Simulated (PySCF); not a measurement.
CH7BOPSb.
Atom-mapped SMILES: `[CH3:1][O:2][B:3]([PH2:4])[SbH2:5]` (hydrogens: H6, H7, H8 on C1; H9, H10 on P4; H11, H12 on Sb5)

Level of theory: PBE0-D3(BJ)/def2-SVP geometry optimisation, gas phase, def2 core potentials past Kr (PySCF).

What internal coordinates does the optimisation give?

| bond | length (Å) | order |
| --- | --- | --- |
| C1–O2 | 1.410 | single |
| O2–B3 | 1.344 | single |
| B3–P4 | 1.933 | single |
| B3–Sb5 | 2.271 | single |
| C1–H6, C1–H7, C1–H8 | 1.101 | single |
| P4–H9, P4–H10 | 1.424 | single |
| Sb5–H11, Sb5–H12 | 1.714 | single |

Bonds in one row agree within 0.01 Å and their mean is given. Orders are formal, as drawn. A selection of angles:
| angle | degrees |
| --- | --- |
| O2–C1–H6 | 111.4 |
| O2–C1–H8 | 108.2 |
| H6–C1–H7 | 108.9 |
| C1–O2–B3 | 124.0 |
| O2–B3–P4 | 122.7 |
| O2–B3–Sb5 | 115.3 |
| P4–B3–Sb5 | 121.1 |
| B3–P4–H9 | 99.2 |
| B3–P4–H10 | 97.5 |
| H9–P4–H10 | 96.1 |
| B3–Sb5–H11 | 93.6 |
| B3–Sb5–H12 | 92.4 |
| H11–Sb5–H12 | 92.2 |

Torsions: C1–O2–B3–P4 6° (synperiplanar). The mirror-image conformer, all signs reversed, is as good.

Of the pairs four or more bonds apart, P4···H6 is among the closest relative to their van der Waals radii: 2.88 Å, 96 % of the sum of Bondi's values. O2 (boron-bound oxygen) is bent (angle 124.0°). Sb5 (antimony bonded to B and 2 H) is pyramidal (angles 93.6°, 92.4° and 92.2°, sum 278.2°, 1.02 Å off the plane of its three neighbours). P4 (three-coordinate phosphorus) is pyramidal (angles 99.2°, 97.5° and 96.1°, sum 292.8°, 0.77 Å off the plane of its three neighbours). B3 (three-coordinate boron) is almost planar (angles 122.7°, 121.1° and 115.3°, sum 359.0°, 0.10 Å off the plane of its three neighbours).

PBE0-D3(BJ)/def2-SVP frequencies: not computed here. One conformer, not necessarily the lowest (C1–O2–B3–P4 6°, O2–B3–P4–H -52° and -149°, O2–B3–Sb5–H 139° and 47°).
